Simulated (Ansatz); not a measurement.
Two structures of TiH2Cl4, singlet, reached by relaxing down either side of one saddle point (PBE0-D4/def2-TZVP). Energies are electronic, without zero-point energy. Program: Ansatz 0.2.0. Basis: def2-TZVPP and def2-QZVPP. Cores are frozen in the correlated methods. Extrapolation: Hartree–Fock as exp(−7.88 √X), correlation as X^−2.97. First:

```
7
angstrom
Ti -1.1770 0.3810 -0.1540
Cl -0.6148 -1.6521 0.3147
Cl -1.9602 0.4672 -2.1670
Cl -2.6884 1.0519 1.2383
Cl 0.5626 1.6579 -0.0017
H 3.1906 -1.2275 0.4076
H 2.6870 -0.6785 0.3621
```

Second:

```
7
angstrom
Ti -0.1899 1.0198 -0.1779
Cl -0.2538 -2.6902 0.3415
Cl -0.9186 0.2427 -2.0609
Cl -1.4512 0.7589 1.5603
Cl 0.6158 3.0170 -0.3440
H 0.9993 -2.5130 0.5318
H 1.1983 0.1648 0.1493
```

(1) Which bonds change from the first to the second?

(2) Give the saddle point's structure and its height above each. (To be estimated.)

T1 diagnostic: at most 0.025. The restricted Hartree–Fock reference is unstable towards an unrestricted one at one or more of these structures.

Answers

(1) TiCl₄ ([Cl][Ti]([Cl])([Cl])[Cl]) + H₂ → TiHCl₃ ([Cl][TiH]([Cl])[Cl]) + HCl; bonds formed: Ti1–H7, Cl2–H6; bonds broken: Ti1–Cl2, H6–H7.

(2) By the calculation: 1.815 eV above the first and 0.197 eV above the second (CCSD(T) at an estimated basis limit (MP2 extrapolated from triple and quadruple zeta, plus CCSD(T) − MP2 in triple zeta)).
Ti1  (-0.205, 0.514, -0.104)
Cl2  (-0.187, -2.237, 0.296)
Cl3  (-1.037, 0.161, -2.078)
Cl4  (-1.581, 0.686, 1.566)
Cl5  (0.772, 2.436, -0.234)
H6  (0.887, -1.399, 0.332)
H7  (1.351, -0.161, 0.222)
(Å)

Labels in which every atom is bracketed show which atoms are joined, not bond orders.

For scale, one of the runs: CCSD(T)/def2-TZVPP, 260 basis functions, launched by `ansatz run in.yaml --threads 8 --pin off --events-out ev --progress --plain --max-ram 19148MiB`. The run took 3.9 min on 8 CPU threads of an Intel Xeon (shared host), with 5.8 GiB of host memory at its peak.
